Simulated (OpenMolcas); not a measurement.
**O V: effect of the level shift or regulariser**

- Program: OpenMolcas
- Basis: ANO-RCC-VQZP [5s4p3d2f1g]
- Scalar Hamiltonian: DKH2, point nucleus
- Active space: 2 electrons in 8 orbitals (2s 2p 3s 3p)
- State averaging: 2S+1 = 3 even, 3 roots; 2S+1 = 1 even, 7 roots; 2S+1 = 3 odd, 3 roots; 2S+1 = 1 odd, 3 roots
- Spin-orbit coupling: state interaction with AMFI integrals over the reference wave functions, term energies averaged over their components

Methods on the same reference wave functions:
A. CASSCF
B. MS-CASPT2, IPEA 0.25 Eh, imaginary shift 0.1 Eh (closed shells correlated: 1s)
C. MS-CASPT2, IPEA 0.25 Eh, sigma2 regulariser 0.3 Eh (closed shells correlated: 1s)

Energies in cm-1 above 2s2 1S0, the measured ground level; measured values from Moore, Selected Tables of Atomic Spectra, NSRDS-NBS 3, section 9.

```csv
Level,A,B,C,Measured
2s2 1S0,0.0,0.0,0.0,0.0
2s 2p 3P* 0,82755,81933,81933,81942
2s 2p 3P* 1,82904,82081,82081,82079
2s 2p 3P* 2,83202,82380,82380,82385
2s 2p 1P* 1,169913,160430,160430,158798
2p2 3P0,215581,213764,213764,213462
2p2 3P1,215730,213913,213913,213618
2p2 3P2,216022,214204,214204,213887
2p2 1D2,241708,232880,232880,231721
2p2 1S0,297832,289283,289283,287910
```

Deviations, from unrounded energies. A percentage is the sum of absolute deviations over the sum of measured energies, with the sign that they share, or ± where signs differ.

```tsv
Against measurement	Levels	A	B	C
mean absolute deviation (cm-1)	9	4400	570	570
other configurations (%)	9	+2.5	±0.3	±0.3
```

B, C lie about equally close to measurement and A furthest from it. The largest miss of B in the table is 2s 2p 1P* 1, by +1600 cm-1. The ranking rests on the paired levels alone, and a cruder setting can come out closer through cancelling errors.

Between B and C no level of the table moves by more than 5 cm-1.

The two smallest mean deviations differ by little beside CASPT2's spread within terms, so their order carries little weight.

The lowest spin-free term lies below A's lowest term by 0.011 hartree in B, 0.011 hartree in C.

Active for correlation alone: 3p 3s; no level in the range computed is led by a configuration that fills them, so any true level of that kind is missing. Measured partners are found by configuration, term and J. A level has none where our copy of the source lacks it or the pairing is in doubt (some pairs that miss far off the trend of their configuration count as doubtful), and it then counts in no deviation. Levels of configurations outside the active space are missing.

* marks odd parity.
